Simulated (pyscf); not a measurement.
## `[OH][Sb]([OH])[F]`, singlet

Gas-phase minimum from PySCF at ωB97X-D3(BJ)/def2-SVP, one conformer. 

SMILES: [OH][Sb]([OH])[F]
```xyz
6

O      1.5777     0.4799    -0.9228
Sb     0.0836     1.4156    -0.0558
O      0.1148     0.5152     1.6836
F     -1.1966     0.2038    -0.8652
H      1.2983    -0.3788    -1.2721
H      0.2983    -0.4332     1.6330
```

Bonded distances (Å): O1–Sb2 1.965, O1–H5 0.968, Sb2–O3 1.959, Sb2–F4 1.940, O3–H6 0.967. Bond angles (°): Sb2–O1–H5 111.2, O1–Sb2–O3 99.3, O1–Sb2–F4 91.2, O3–Sb2–F4 95.4, Sb2–O3–H6 114.0.

Properties at ωB97X-D3(BJ)/def2-SVP:

```json
{
 "harmonic_wavenumbers_unscaled": "79, 184, 235, 286, 321, 629, 650, 667, 812, 862, 3859, 3871 cm⁻¹",
 "zero_point_energy": "17.8 kcal/mol",
 "rotational_symmetry_number": "1",
 "Entropy of this conformer at 298 K and 1 atm, rigid rotor and harmonic oscillator, modes under 100 cm⁻¹ raised to 100": "331.6 J/(mol K)",
 "dipole_moment": "0.55 D"
}
```

Single-point totals, which compare only within one level (frozen core for MP2 and CC):

```tsv
level	total energy (hartree)
ωB97X-D3(BJ)/def2-TZVP	-492.04646
PBE/def2-TZVP	-491.69477
r²SCAN/def2-TZVP	-491.92651
B3LYP-D3(BJ)/def2-TZVP	-492.03343
PBE0-D3(BJ)/def2-TZVP	-491.69493
M06-2X/def2-TZVP	-491.77418
ωB97M-D3(BJ)/def2-TZVP	-492.04151
HF/def2-TZVPP	-489.77569
MP2/def2-TZVPP	-490.86026
CCSD/def2-TZVPP	-490.84889
CCSD(T)/def2-TZVPP	-490.88524
```

Soft torsions are taken as harmonic, which can shift the entropy by several J/(mol K). The CCSD(T) − MP2 part came from Ansatz, without density fitting, on the same reference. The frozen core leaves the outer d or s,p core shells of the metals and heavy elements correlated in the MP2 and CC values, and def2-TZVPP describes them poorly, so these totals are far from the basis limit. Elements past Kr carry the def2 core potentials, without spin-orbit coupling.
